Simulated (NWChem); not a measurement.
System: C$_{6}$H$_{5}$F; SMILES Fc1ccccc1

Here is an NWChem input.

```
start job
memory heap 200 mb stack 900 mb global 1100 mb
geometry units angstroms noautoz
  F      0.000000     0.000000    -2.269973
  C      0.000000     0.000000    -0.937306
  C      0.000000     1.214651    -0.261335
  C      0.000000     1.206439     1.132491
  C      0.000000     0.000000     1.832789
  C      0.000000    -1.206439     1.132491
  C      0.000000    -1.214651    -0.261335
  H      0.000000     2.144632    -0.832946
  H      0.000000     2.154924     1.674946
  H      0.000000     0.000000     2.924829
  H      0.000000    -2.154924     1.674946
  H      0.000000    -2.144632    -0.832946
end
basis spherical
  * library def2-svp
end
dft
  xc b3lyp
  iterations 150
  mulliken
end
task dft energy
```

Excerpt of the output:

```
             Northwest Computational Chemistry Package (NWChem) 7.3.0
             --------------------------------------------------------

 C2V symmetry detected

                             Geometry "geometry" -> ""
                             -------------------------

 Output coordinates in angstroms (scale by  1.889725989 to convert to a.u.)

  No.       Tag          Charge          X              Y              Z
 ---- ---------------- ---------- -------------- -------------- --------------
    1 F                    9.0000     0.00000000     0.00000000    -2.27008984
    2 C                    6.0000     0.00000000     0.00000000    -0.93742284
    3 C                    6.0000     0.00000000     1.21465100    -0.26145184
    4 C                    6.0000     0.00000000     1.20643900     1.13237416
    5 C                    6.0000     0.00000000     0.00000000     1.83267216
    6 C                    6.0000     0.00000000    -1.20643900     1.13237416
    7 C                    6.0000     0.00000000    -1.21465100    -0.26145184
    8 H                    1.0000     0.00000000     2.14463200    -0.83306284
    9 H                    1.0000     0.00000000     2.15492400     1.67482916
   10 H                    1.0000     0.00000000     0.00000000     2.92471216
   11 H                    1.0000     0.00000000    -2.15492400     1.67482916
   12 H                    1.0000     0.00000000    -2.14463200    -0.83306284

 Effective nuclear repulsion energy (a.u.)     269.4637738485

      Symmetry information
      --------------------

 Group name             C2v
 Group number             16
 Group order               4
 No. of unique centers     8

                                 NWChem DFT Module
                                 -----------------

 Summary of "ao basis" -> "ao basis" (spherical)
 ------------------------------------------------------------------------------
       Tag                 Description            Shells   Functions and Types
 ---------------- ------------------------------  ------  ---------------------
 F                          def2-svp                 6       14   3s2p1d
 C                          def2-svp                 6       14   3s2p1d
 H                          def2-svp                 3        5   2s1p

      Symmetry analysis of basis
      --------------------------

        a1         52
        a2         13
        b1         20
        b2         38

            General Information
            -------------------
          SCF calculation type: DFT
          Wavefunction type:  closed shell.
          No. of atoms     :    12
          No. of electrons :    50
           Alpha electrons :    25
            Beta electrons :    25
          Charge           :     0
          Spin multiplicity:     1
          Use of symmetry is: on ; symmetry adaption is: on
          Maximum number of iterations: 150
          AO basis - number of functions:   123
                     number of shells:    57
          Convergence on energy requested:  1.00D-06
          Convergence on density requested:  1.00D-05
          Convergence on gradient requested:  5.00D-04

              XC Information
              --------------
                         B3LYP Method XC Potential
                     Hartree-Fock (Exact) Exchange  0.200
                        Slater Exchange Functional  0.800 local
                    Becke 1988 Exchange Functional  0.720 non-local
              Lee-Yang-Parr Correlation Functional  0.810
                  VWN I RPA Correlation Functional  0.190 local

             Grid Information
             ----------------
          Grid used for XC integration:  medium
          Radial quadrature: Mura-Knowles
          Angular quadrature: Lebedev.
          Tag              B.-S. Rad. Rad. Pts. Rad. Cut. Ang. Pts.
          ---              ---------- --------- --------- ---------
          F                   0.50       49          12.0       434
          C                   0.70       49          11.0       434
          H                   0.35       45          12.0       434
          Grid pruning is: on
          Number of quadrature shells:   380
          Spatial weights used:  Erf1

      Superposition of Atomic Density Guess
      -------------------------------------

 Sum of atomic energies:        -327.53776959

      Non-variational initial energy
      ------------------------------

 Total energy =    -332.068802
 1-e energy   =    -978.853868
 2-e energy   =     377.321293
 HOMO         =      -0.280963
 LUMO         =      -0.011982

      Symmetry analysis of molecular orbitals - initial
      -------------------------------------------------

  Numbering of irreducible representations:

     1 a1          2 a2          3 b1          4 b2

  Orbital symmetries:

     1 a1          2 a1          3 b2          4 a1          5 b2
     6 a1          7 a1          8 a1          9 a1         10 b2
    11 a1         12 b2         13 a1         14 a1         15 a1
    16 b1         17 b2         18 a1         19 b2         20 b2
    21 b1         22 a1         23 b2         24 a2         25 b1
    26 a2         27 b1         28 a1         29 b2         30 a1
    31 a1         32 b2         33 b1         34 a1         35 a1

     ---------------------------------------------
      Total Density - Mulliken Population Analysis
     ---------------------------------------------

[...]
```

Level: B3LYP/def2-SVP. Geometry: optimised at PBE0/def2-SVP.
